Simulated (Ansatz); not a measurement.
Start from `[OH][Cd][Cl]` and change one atom or group to get `[Cl][Cd][Cl]`.

Ansatz, PBE0-D4/def2-TZVP geometries, multiplicity 1. Each molecule was computed in one conformer, which needn't be the lowest.

Elements past krypton have def2 core potentials. Outer-core shells of Cd are correlated without core-valence functions. Spin–orbit coupling is left out.

| property | `[OH][Cd][Cl]` |
| --- | --- |
| HOMO–LUMO gap (PBE/def2-TZVPP) / eV | 4.06 |
| HOMO–LUMO gap (PBE0/def2-TZVPP) / eV | 6.54 |
| LUMO energy (PBE/def2-TZVPP) / eV | -2.69 |
| size of the dipole moment (ωB97M-V/def2-TZVPP) / D | 1.76 |
| ideal-gas entropy at 298 K and 1 bar (rigid rotor, harmonic PBE0-D4/def2-TZVP) / J/(mol·K) | 299 |
| vertical ionisation energy (CCSD(T)/def2-TZVPP) / eV | 10.81 |

Task: Give the same properties after the change, and the shifts. (An estimate is asked.)

Result: Computed: 
```csv
property,`[Cl][Cd][Cl]`,shift
HOMO–LUMO gap (PBE/def2-TZVPP) / eV,4.45,0.39
HOMO–LUMO gap (PBE0/def2-TZVPP) / eV,6.72,0.18
LUMO energy (PBE/def2-TZVPP) / eV,-3.07,-0.38
size of the dipole moment (ωB97M-V/def2-TZVPP) / D,0.00,-1.76
"ideal-gas entropy at 298 K and 1 bar (rigid rotor, harmonic PBE0-D4/def2-TZVP) / J/(mol·K)",286,-13
vertical ionisation energy (CCSD(T)/def2-TZVPP) / eV,11.40,0.59
```

With PBE0 the HOMO falls by 0.55 eV and the LUMO falls by 0.38 eV, so the gap widens by about 0.17 eV. PBE moves the HOMO by -0.76 eV and ωB97M-V by -0.42 eV. The zero-point energy changes by -29.7 kJ/mol with -2 modes.
